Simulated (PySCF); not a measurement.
## Unknowns

[PySCF 2.14.0 with density-fitted response routines: GIAO PBE0/pcSseg-1 shieldings; coordinates at the GFN2-xTB level; a single conformation; gas phase; relativity neglected; fast rotation and ring inversion assumed for equivalent nuclei]

Shifts are taken against calculated references (same method and geometry level): TMS for $^{1}$H (σ = 31.72 ppm), $^{13}$C (σ = 186.93 ppm). Where no couplings were computed, multiplicities follow the n + 1 count of equivalent neighbours, and m marks all less simple cases (inequivalent or close neighbours, rings, F or P nearby). Shifts are as computed. Against solution values, carbons near 30 ppm lie about +3 ppm off and those near 130 ppm about +5 ppm; carbons on Cl a further +6 ppm (rms about the fit 2.1 ppm; single classes can miss by 10 ppm). Of 1328 compounds with measured shifts, 309 miss one by over three times the rms of a fit or turn the order of signals round; such compounds aren't used in these exercises. Signals without a measured value on file couldn't be tested in this way; 1H shifts scatter by 0.2 ppm about their fit, and single ones miss by 0.5 ppm. Carbons bonded to Cl come out too deshielded.

(1) C$_{7}$H$_{8}$. $^{1}$H NMR (500 MHz, computed): δ 8.40 (m, 1H), 8.28 (m, 1H), 5.52 (s, 1H), 4.79 (m, 1H), 4.78 (m, 1H), 1.99 (s, 3H). $^{13}$C{$^{1}$H} NMR (computed): δ 150.2, 145.6, 142.8, 119.3, 110.5, 92.1, 23.6. Give a structure.

(2) C$_{5}$H$_{5}$Cl$_{3}$. $^{1}$H NMR (600 MHz, computed): δ 5.64 (m, 1H), 5.10 (m, 2H), 3.14 (m, 2H). $^{13}$C{$^{1}$H} NMR (computed): δ 224.6 (C), 124.7 (C), 90.8 (CH), 79.5 (CH2), 59.1 (CH2). What is it?

## Answers

(1) `InChI=1S/C7H8/c1-6(2)5-7-3-4-7/h3-5H,1H2,2H3`. Rings plus π bonds: 4 (1 ring in the answer). 7 carbon signals for 7 carbons: no two carbons are equivalent. Carbon types of the structure: 2 × C, 3 × CH, 1 × CH2, 1 × CH3, which accounts for all hydrogens. δC 150.2, 119.3: fully substituted alkene carbon; as expected for a trigonal carbon in a double bond. δC 145.6, 142.8, 92.1: alkene CH. δC 110.5: terminal =CH2 carbon; the olefinic region. δC 23.6: allylic methyl carbon; aliphatic region, no heteroatom directly attached.

The shifts were computed for this structure.

(2) SMILES C=C=CCC(Cl)(Cl)Cl. The formula gives 2 degrees of unsaturation (no ring in the answer). 5 carbon signals for 5 carbons: no two carbons are equivalent. Carbon types of the structure: 2 × C, 1 × CH, 2 × CH2, which accounts for all hydrogens. δC 224.6: central carbon of an allene; the central sp carbon of an allene is among the most deshielded carbons of hydrocarbons. δC 124.7: fully substituted sp3 carbon bonded to 3 Cl; 3 electronegative neighbours deshield it. δC 90.8, 79.5: terminal carbon of a cumulated C=C=C unit. δH 3.14: hydrogen on an allylic sp3 CH2; allylic position.

The shifts were computed for this structure.
